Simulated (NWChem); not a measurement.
System: HSeOI; SMILES O[Se]I

```xyz
4

Se     0.3835     1.3213     0.0018
I     -0.0231    -1.1851     0.0045
O     -1.2762     1.9829     0.0677
H     -1.6058     2.0201    -0.8416
```
Atoms are numbered in this order, from 1.

Results from NWChem. All runs use the structure optimised with PBE0/def2-SVP. No frequency run checked for a minimum. def2 effective core potentials on I; no spin-orbit coupling. Ions are spin-unrestricted doublets at the neutral geometry; other ion states weren't tried.

Problem. Predict the results for PBE/def2-SVP. Quantities: vertical ionisation energy, ΔSCF (eV); −ε(HOMO) (eV).

Solution. The vertical ionisation energy, ΔSCF (eV) comes out as 8.45 and the −ε(HOMO) (eV) is 5.29.
